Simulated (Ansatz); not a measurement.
```xyz
7

C    -0.083   -1.134    0.754
Cd   -0.006    0.531   -0.499
O     0.021    2.037   -1.777
H    -1.120   -1.380    0.985
H     0.446   -0.924    1.685
H     0.385   -1.989    0.267
H     0.357    2.858   -1.414
```

Total charge 0; spin multiplicity 1. Cd takes the def2 core potential.

Question: List the r2SCAN/def2-TZVPP orbital energies in eV (the Gaussian-basis code of Ansatz). (An estimate is asked.)

Answer: The calculation gave: Occupied: -514.47, -272.90, -111.85, -71.42, -71.39, -71.27, -24.21, -17.77, -13.49, -13.01, -12.97, -12.90, -12.90, -10.24, -9.91, -9.79, -7.59, -6.78, -6.29. Lowest empty: -0.99, -0.33, -0.20, 1.49, 2.92, 3.39, 3.40, 4.37.
